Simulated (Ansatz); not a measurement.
**Molecular dynamics, step by step**

GeH₆SO, singlet, PBE0-D4/def2-SVP (Ansatz 0.2.0). Settings (timestep in fs, temperature in K, friction in 1/fs; T counts 27 degrees of freedom, while the starting velocities carry no drift of the centre of mass, so T starts below the set value):

```yaml
hamiltonian: {xc: pbe0, dispersion: d4}
md: {n_steps: 80, timestep: 1.0, temperature: 700, ensemble: nvt_langevin, seed: 119, friction: 0.01, initial_velocities: maxwell_boltzmann}
```

Start, the saddle point found with PBE0-D4 in triple zeta (not stationary at another level):

Ge1  (-0.899, -0.398, -0.104)
O2  (0.476, 0.253, 1.169)
H3  (-0.530, -1.712, -0.789)
H4  (-1.769, -0.772, 1.138)
H5  (-1.702, 0.662, -0.862)
H6  (1.054, 0.722, 0.391)
S7  (1.193, 0.738, -1.419)
H8  (0.173, 0.840, 1.875)
H9  (2.003, -0.332, -1.398)
(Å)

| step | time (fs) | potential energy less the start (meV) | kinetic energy (meV) | T (K) |
| --- | --- | --- | --- | --- |
| 0 | 0.00 | 0.0 | 723.9 | 622 |
| 5 | 5.00 | 119.7 | 648.4 | 557 |
| 10 | 10.00 | 202.7 | 588.1 | 506 |
| 15 | 15.00 | 123.4 | 643.6 | 553 |
| 20 | 20.00 | -78.8 | 946.4 | 814 |
| 25 | 25.00 | -297.7 | 1034.4 | 889 |
| 30 | 30.00 | -394.3 | 1103.6 | 949 |
| 35 | 35.00 | -357.0 | 996.5 | 857 |
| 40 | 40.00 | -389.4 | 1016.0 | 873 |
| 45 | 45.00 | -370.2 | 840.9 | 723 |
| 50 | 50.00 | -415.5 | 943.0 | 811 |
| 55 | 55.00 | -605.9 | 1163.0 | 1000 |
| 60 | 60.00 | -634.9 | 1150.5 | 989 |
| 65 | 65.00 | -542.3 | 1071.0 | 921 |
| 70 | 70.00 | -490.2 | 1113.1 | 957 |
| 75 | 75.00 | -445.8 | 1006.5 | 865 |
| 80 | 80.00 | -456.6 | 1188.8 | 1022 |

Step 30, positions (Å) and forces (eV/Å):

```
atom       x       y       z      Fx      Fy      Fz
 Ge1  -0.838  -0.559  -0.092   0.037  -0.722  -1.667
  O2   0.202   0.153   1.153  -0.233   0.360   2.044
  H3  -0.053  -1.716  -0.802  -0.372   0.260   0.211
  H4  -1.868  -1.126   0.843  -0.950  -0.462   0.360
  H5  -1.496   0.348  -1.211   0.143  -0.246   0.799
  H6   1.293   1.462  -0.086   0.101  -0.231  -0.336
  S7   1.238   0.993  -1.367   1.156   0.304  -0.306
  H8  -0.237  -0.037   2.026   0.725   0.365  -1.232
  H9   2.425   0.299  -1.289  -0.608   0.373   0.126
```

Step 50, positions (Å) and forces (eV/Å):

```tsv
atom	x	y	z	Fx	Fy	Fz
Ge1	-0.841	-0.671	-0.097	-1.821	0.953	0.272
O2	0.021	0.039	1.298	0.555	-0.280	0.473
H3	-0.160	-1.659	-1.060	0.311	0.258	0.093
H4	-2.075	-1.496	0.483	0.461	0.251	-0.092
H5	-1.444	0.718	-0.647	0.345	-1.216	-0.121
H6	1.359	1.737	-0.328	-0.335	0.546	0.995
S7	1.383	1.182	-1.517	1.704	-0.957	-0.413
H8	-0.073	-0.390	2.164	-0.042	-0.034	-0.581
H9	2.600	0.579	-1.133	-1.177	0.479	-0.624
```

Step 60, positions (Å) and forces (eV/Å):

```csv
atom,x,y,z,Fx,Fy,Fz
Ge1,-0.861,-0.700,-0.112,1.354,0.497,-0.148
O2,-0.051,-0.015,1.372,-0.266,-0.055,-0.787
H3,0.156,-1.519,-1.005,-0.432,0.236,0.462
H4,-1.968,-1.617,0.343,-0.596,-0.291,0.184
H5,-1.271,0.568,-0.892,-0.248,-0.321,0.189
H6,1.192,1.811,-0.351,0.361,-0.563,-1.063
S7,1.493,1.287,-1.618,0.392,0.349,1.161
H8,0.010,-0.648,2.089,-0.001,-0.189,0.105
H9,2.632,0.651,-1.184,-0.564,0.337,-0.102
```

Last step (80):

```json
{"atom": "Ge1", "x (Å)": "-0.8712", "y (Å)": "-0.7476", "z (Å)": "-0.1431"}
{"atom": "O2", "x (Å)": "-0.3084", "y (Å)": "-0.1001", "z (Å)": "1.4074"}
{"atom": "H3", "x (Å)": "0.3749", "y (Å)": "-1.4236", "z (Å)": "-0.7047"}
{"atom": "H4", "x (Å)": "-1.9848", "y (Å)": "-1.8140", "z (Å)": "0.1161"}
{"atom": "H5", "x (Å)": "-1.5808", "y (Å)": "0.2686", "z (Å)": "-1.1028"}
{"atom": "H6", "x (Å)": "0.9919", "y (Å)": "1.4862", "z (Å)": "-0.6458"}
{"atom": "S7", "x (Å)": "1.6977", "y (Å)": "1.5087", "z (Å)": "-1.8425"}
{"atom": "H8", "x (Å)": "0.1441", "y (Å)": "-0.8246", "z (Å)": "1.7862"}
{"atom": "H9", "x (Å)": "2.5062", "y (Å)": "0.6391", "z (Å)": "-1.3436"}
```

Hardware: 4 CPU threads of an Arm Neoverse V1, shared host. Wall time about 110 s.
